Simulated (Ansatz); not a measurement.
`O/C=[N]/[ZnH]` + CH₃NH₂ → `C[NH][ZnH]` + `N=CO` at 600 K and 1 bar (ligand exchange at a Zn–N bond).

Gas-phase electronic energies from Ansatz, PBE0-D4/def2-TZVP geometries. CBS: MP2 limit from def2 TZ/QZ plus the TZ coupled-cluster correction, frozen cores. This one scheme is used for every species. For Zn outer-core shells are correlated without core-valence functions, which leaves a few kJ/mol of doubt a bond. Scalar relativity is left out up to krypton. Each species was taken in one conformer, which may not be the lowest.

| species | CCSD(T)/CBS energy (Eh) | H − E (kJ/mol) | S (J/(mol·K)) |
| --- | --- | --- | --- |
| `O/C=[N]/[ZnH]` | -1948.09320 | 154.8 | 372.2 |
| CH₃NH₂ | -95.75281 | 199.3 | 283.8 |
| `C[NH][ZnH]` | -1874.12279 | 200.5 | 368.9 |
| `N=CO` | -169.71775 | 152.4 | 293.9 |

H − E and S are ideal-gas, rigid-rotor, harmonic terms from PBE0-D4/def2-TZVP, for one conformer and one mirror image of each species. 1 Eh = 2625.50 kJ/mol, R = 8.31446 J/(mol·K).

Question: By hand: ΔE, ΔH, ΔS and ΔG.

Answer: ΔE = (-1874.12279) + (-169.71775) − (-1948.09320) − (-95.75281) = 0.00547 Eh = 14.4 kJ/mol. Δ(H − E) = 200.5 + 152.4 − 154.8 − 199.3 = -1.2, so ΔH = 13.2 kJ/mol. ΔS = 368.9 + 293.9 − 372.2 − 283.8 = 6.8 J/(mol·K). ΔG = 13.2 − 600 × (6.8)/1000 = 9.1 kJ/mol.

Question: By hand: the equilibrium constant, and the temperature at which ΔG would vanish if ΔH and ΔS stayed fixed.

Answer: log₁₀ K = −ΔG/(RT ln 10) = -0.8. ΔG = 0 at ΔH/ΔS = 1941 K, though so small a ΔS makes that figure unsure.

The number of gas molecules stays the same, so ΔS is small and ΔH decides. A doubt of 5 kJ/mol in ΔE shifts log₁₀ K by 0.4 here. Other conformers and mirror images would add mixing entropy, several J/(mol·K) or more a flexible species. These are equilibria of isolated gas molecules and say nothing of rates. Largest T1 diagnostic: 0.017 (customary marks: 0.02 for closed shells, 0.045 for open ones).
